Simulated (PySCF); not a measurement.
A structure optimised at PBE-D3(BJ)/def2-SVP, used in a PySCF frequency run:

```
C
F 1 1.3300
C 1 1.3530 2 121.71
F 3 1.3300 1 121.71 2 180.00
Cl 1 1.7182 2 115.53 3 180.00
Cl 3 1.7182 4 115.53 1 180.00
```
Charge 0, spin multiplicity 1.

Q: Write its SMILES, formula and point group.

A: F/C(Cl)=C(/F)Cl, C2Cl2F2, C2h

Q: What are its rotational constants (standard atomic weights)?

A: 4.2007, 1.4770, 1.0928 GHz
